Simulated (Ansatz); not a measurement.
Problem. Name a neutral molecule of C, F, Mo, O and H with LUMO energy (ωB97M-V/def2-TZVPP) between -1.60 and -1.30 eV and LUMO energy (PBE/def2-TZVPP) between -4.10 and -3.80 eV (Ansatz, PBE0-D4/def2-TZVP geometry).

Solution. `C[O][Mo]([OH])([F])([F])([F])[O]C` (-1.35 eV, -3.90 eV). Other molecules can fit too; these were computed, each in one conformer that needn't be the lowest.
